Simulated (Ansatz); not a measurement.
`O[AsH][GeH3]` + H₂O → `O[AsH]O` + GeH₄ at 600 K and 1 bar (formal hydrolysis of the As–Ge bond).

Isolated molecules relaxed with PBE0-D4/def2-TZVP in Ansatz; ΔE leaves out vibrations. CCSD(T)/CBS is the MP2 limit (def2-TZVPP, def2-QZVPP) plus CCSD(T) − MP2 in def2-TZVPP, frozen cores. This one scheme is used for every species. For As, Ge outer-core shells are correlated without core-valence functions, which leaves a few kJ/mol of doubt a bond. Scalar relativity is left out up to krypton. Each species was taken in one conformer, which may not be the lowest.

```tsv
species	CCSD(T)/CBS energy (Eh)	H − E (kJ/mol)	S (J/(mol·K))
`O[AsH][GeH3]`	-4389.29663	172.2	419.1
H₂O	-76.37941	76.8	212.8
`O[AsH]O`	-2387.17262	135.2	348.7
GeH₄	-2078.49493	105.8	256.4
```

H − E and S are ideal-gas, rigid-rotor, harmonic terms from PBE0-D4/def2-TZVP, for one conformer and one mirror image of each species. 1 Eh = 2625.50 kJ/mol, R = 8.31446 J/(mol·K).

Q: By hand: ΔE, ΔH, ΔS and ΔG.

A: ΔE = (-2387.17262) + (-2078.49493) − (-4389.29663) − (-76.37941) = 0.00849 Eh = 22.3 kJ/mol. Δ(H − E) = 135.2 + 105.8 − 172.2 − 76.8 = -8.0, so ΔH = 14.3 kJ/mol. ΔS = 348.7 + 256.4 − 419.1 − 212.8 = -26.8 J/(mol·K). ΔG = 14.3 − 600 × (-26.8)/1000 = 30.4 kJ/mol.

Q: By hand: the equilibrium constant, and the temperature at which ΔG would vanish if ΔH and ΔS stayed fixed.

A: log₁₀ K = −ΔG/(RT ln 10) = -2.6. ΔH and −TΔS have one sign here, so there is no such temperature.

TΔS isn't small against ΔH here. A doubt of 5 kJ/mol in ΔE shifts log₁₀ K by 0.4 here. Other conformers and mirror images would add mixing entropy, several J/(mol·K) or more a flexible species. These are equilibria of isolated gas molecules and say nothing of rates. Largest T1 diagnostic: 0.013 (customary marks: 0.02 for closed shells, 0.045 for open ones).
